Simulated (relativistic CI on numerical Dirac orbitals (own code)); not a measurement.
Ru¹⁵⁺: q coefficients and field-shift factors

These numbers are calculated, not measured: Dirac-Coulomb-Breit CI, KLI orbitals optimised for each configuration, derivatives by finite differences, unscaled Slater integrals, QED left out (own radial code, finite nucleus).

Configuration list (outside the closed core [Ar] 3d10): 4s, 4p, 4d, 4f, 5s, 5p, 5d, 5f. Levels of other configurations are missing.

With x = (α/α₀)² − 1 an excitation energy changes as ω = ω₀ + qx; K = 2q/ω₀ is the relative enhancement. Terms are leading LS components, so labels can repeat. The field-shift factor is F = δν/δ⟨r²⟩ for the transition from the lowest level.

Lowest level 4s ²S1/2.

```csv
Level,ω₀ (cm⁻¹),q (cm⁻¹),K,F (GHz/fm²)
4p ²P°1/2,267792,13060,0.0975,-50.8
4p ²P°3/2,310185,58080,0.374,-51.5
4d ²D3/2,744259,62180,0.167,-50.7
4d ²D5/2,751585,69550,0.185,-50.7
4f ²F°5/2,1191031,66300,0.111,-49.1
4f ²F°7/2,1191255,66510,0.112,-49.1
5s ²S1/2,1327707,37580,0.0566,-28.4
5p ²P°1/2,1446069,42460,0.0587,-49.5
5p ²P°3/2,1464174,61620,0.0842,-49.8
5d ²D3/2,1656584,63410,0.0766,-49.5
5d ²D5/2,1659896,66740,0.0804,-49.4
5f ²F°5/2,1851337,65670,0.0709,-48.8
5f ²F°7/2,1851551,65870,0.0712,-48.8
```

At this charge energies of transitions that change n are usually good to better than 1 %, and those within a shell (Δn = 0) to a few per cent.
